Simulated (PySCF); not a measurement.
Compound: C₄H₁₁NOSi₂.
Atom-mapped SMILES: `[CH3:1][C:2](=[O:3])[NH:4][SiH:5]1[CH2:6][SiH2:7][CH2:8]1` (hydrogens: H9, H10, H11 on C1; H12 on N4; H13 on Si5; H14, H15 on C6; H16, H17 on Si7; H18, H19 on C8)

The same species was optimised twice, with GFN2-xTB and with PBE0-D3(BJ)/def2-SVP (PySCF), and the same property calculations (PySCF, gas phase) were run on both structures.

```tsv
coordinate	GFN2-xTB	PBE0-D3(BJ)/def2-SVP	change
C2–N4 (Å)	1.343	1.367	+0.024
Si5–C8 (Å)	1.910	1.889	-0.021
Si5–C6 (Å)	1.918	1.898	-0.020
Si7–C8 (Å)	1.919	1.901	-0.018
N4–Si5 (Å)	1.760	1.775	+0.015
C6–Si7 (Å)	1.914	1.907	-0.007
C1–C2 (Å)	1.507	1.508	+0.001
C2=O3 (Å)	1.217	1.218	+0.001
C2–N4–Si5 (°)	111.4	117.6	+6.2
Si5–C6–Si7 (°)	91.7	86.7	-5.0
Si5–C8–Si7 (°)	91.8	87.2	-4.6
C6–Si5–C8 (°)	88.1	90.7	+2.6
C6–Si7–C8 (°)	88.0	90.1	+2.1
O3–C2–N4 (°)	118.1	119.8	+1.7
N4–Si5–C8 (°)	113.0	111.4	-1.6
N4–Si5–C6 (°)	106.9	105.6	-1.3
C1–C2–N4–Si5 (°)	180	180	0
C2–N4–Si5–C6 (°)	170	168	-2
```

Rotational constants: A = 3393, B = 765.9, C = 734.7 MHz (GFN2-xTB) against A = 2998, B = 801.9, C = 781.2 MHz (PBE0-D3(BJ)/def2-SVP). Point groups within 0.08 Å: C1 and C1.

On the GFN2-xTB structure: HOMO (eV) -7.56 [PBE0/pcSseg-1]; LUMO (eV) 0.21 [PBE0/pcSseg-1]; dipole (D) 3.24 [PBE0/pcSseg-1]; GIAO shielding of C1 (ppm) 163.1 [PBE0/pcSseg-1]; GIAO shielding of C2 (ppm) 8.4 [PBE0/pcSseg-1]; GIAO shielding of O3 (ppm) -114.9 [PBE0/pcSseg-1]; GIAO shielding of N4 (ppm) 132.5 [PBE0/pcSseg-1]; GIAO shielding of Si5 (ppm) 365.5 [PBE0/pcSseg-1]; GIAO shielding of C6/C8 (mean) (ppm) 184.0 [PBE0/pcSseg-1]; GIAO shielding of Si7 (ppm) 390.8 [PBE0/pcSseg-1].

Q: What do these properties become on the PBE0-D3(BJ)/def2-SVP structure?

A: 
```csv
property,level,on GFN2-xTB,on PBE0-D3(BJ)/def2-SVP,change
HOMO (eV),PBE0/pcSseg-1,-7.56,-7.50,+0.06
LUMO (eV),PBE0/pcSseg-1,0.21,0.19,-0.02
dipole (D),PBE0/pcSseg-1,3.24,3.15,-0.09
"energy, GFN2-xTB geometry as zero (kcal/mol)",PBE0/pcSseg-1,0.0,-3.8,-3.8
GIAO shielding of C1 (ppm),PBE0/pcSseg-1,163.1,160.4,-2.7
GIAO shielding of C2 (ppm),PBE0/pcSseg-1,8.4,7.3,-1.1
GIAO shielding of O3 (ppm),PBE0/pcSseg-1,-114.9,-135.3,-20.4
GIAO shielding of N4 (ppm),PBE0/pcSseg-1,132.5,135.0,+2.5
GIAO shielding of Si5 (ppm),PBE0/pcSseg-1,365.5,359.5,-6.0
GIAO shielding of C6/C8 (mean) (ppm),PBE0/pcSseg-1,184.0,185.1,+1.1
GIAO shielding of Si7 (ppm),PBE0/pcSseg-1,390.8,384.0,-6.8
```

The heavy atoms differ by 0.176 Å rms after alignment. Among bonds between heavy atoms C2–N4 changes most (+0.024 Å). Changes are differences of the printed values. Neither structure is proved a minimum here.

Conformer computed: `[CH3:1][C:2](=[O:3])[NH:4][SiH:5]1[CH2:6][SiH2:7][CH2:8]1`: C1–C2–N4–Si5 180°, C2–N4–Si5–C6 168°.
